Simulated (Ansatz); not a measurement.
C4H4O2Zr (`C#[C][Zr]([OH])([OH])[C]#C`), charge 0, multiplicity 1.

Question: Give a relaxed structure at PBE0-D4/def2-TZVP (Ansatz). (Estimate.)

Answer: The calculation gave: 
```xyz
11

C    -1.801   -2.522    0.427
C    -1.237   -1.487    0.128
Zr   -0.172    0.371   -0.371
O     0.301    0.316   -2.212
O    -1.299    1.842    0.056
C     1.673    0.545    0.814
C     2.685    0.611    1.484
H    -2.293   -3.431    0.691
H     0.415    0.468   -3.146
H    -1.845    2.623    0.056
H     3.573    0.665    2.073
```
Point group C2v.
This is one stationary point; other conformers may exist.
